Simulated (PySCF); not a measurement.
Species: `CC(=O)/C(=C/C#N)C[SiH3]`. The columns A, B, C and D hold Mulliken, IAO, Hirshfeld and ESP-fitted charges (e) of one PBE0/pcSseg-1 density (PySCF), in a shuffled order. Coordinates in Å (GFN2-xTB); the density's dipole moment is (3.84, -1.14, -0.48) D.

| atom | x | y | z | A | B | C | D |
| --- | --- | --- | --- | --- | --- | --- | --- |
| C1 | 2.497 | -0.262 | -0.386 | -0.117 | -0.238 | -0.473 | -0.637 |
| C2 | 1.027 | -0.570 | -0.438 | +0.181 | +0.274 | +0.384 | +0.731 |
| O3 | 0.582 | -1.507 | -1.068 | -0.164 | -0.379 | -0.385 | -0.486 |
| C4 | 0.099 | 0.298 | 0.319 | +0.026 | -0.319 | +0.020 | +0.023 |
| C5 | 0.341 | 1.614 | 0.488 | -0.032 | -0.038 | -0.211 | -0.544 |
| C6 | -0.544 | 2.465 | 1.166 | +0.080 | +0.097 | +0.139 | +0.564 |
| N7 | -1.247 | 3.175 | 1.732 | -0.208 | -0.236 | -0.231 | -0.493 |
| C8 | -1.135 | -0.388 | 0.731 | -0.154 | -0.396 | -0.539 | -0.311 |
| Si9 | -1.965 | -1.244 | -0.794 | +0.296 | +0.558 | +0.636 | +0.470 |
| H10 | 3.061 | -1.089 | -0.810 | +0.060 | +0.154 | +0.176 | +0.182 |
| H11 | 2.700 | 0.632 | -0.973 | +0.064 | +0.155 | +0.171 | +0.183 |
| H12 | 2.814 | -0.079 | 0.638 | +0.057 | +0.151 | +0.169 | +0.177 |
| H13 | 1.225 | 2.096 | 0.092 | +0.066 | +0.134 | +0.179 | +0.240 |
| H14 | -1.816 | 0.302 | 1.223 | +0.047 | +0.169 | +0.168 | +0.143 |
| H15 | -0.893 | -1.187 | 1.431 | +0.053 | +0.172 | +0.172 | +0.115 |
| H16 | -1.706 | -2.676 | -0.815 | -0.078 | -0.070 | -0.112 | -0.094 |
| H17 | -3.400 | -1.052 | -0.525 | -0.095 | -0.108 | -0.146 | -0.165 |
| H18 | -1.650 | -0.521 | -2.022 | -0.081 | -0.079 | -0.117 | -0.098 |

Task: Which column most likely holds the ESP-fitted charges?

Result: D. Σ q r misses the density's dipole by 0.04 D (D), 0.72 D (A), 0.97 D (C), 1.04 D (B). Charges fitted to the outside potential are the only set here that is tied to the molecule's multipoles.

Task: And the Hirshfeld charges?

Result: A. The mean sizes are 0.103 e (A), 0.207 e (B), 0.246 e (C), 0.314 e (D), and Hirshfeld charges are commonly the smallest of these schemes.

As computed, A = Hirshfeld, B = Mulliken, C = IAO, D = ESP-fitted. Hydrogens on carbon: Hirshfeld +0.05 to +0.07, Mulliken +0.13 to +0.17, IAO +0.17 to +0.18, ESP-fitted +0.12 to +0.24 e.

The IAO scheme counts the electrons in orthogonalised intrinsic atomic orbitals, a minimal basis polarised so that it spans the occupied orbitals exactly. The Hirshfeld scheme divides the density at each point in proportion to the densities of the neutral, spherically averaged free atoms.

Geometry: GFN2-xTB, one conformer, isolated molecule.

Conformer computed: `[CH3:1][C:2](=[O:3])/[C:4](=[CH:5]/[C:6]#[N:7])[CH2:8][SiH3:9]`: C1–C2–C4–C5 33°, C2–C4–C8–Si9 -52°.
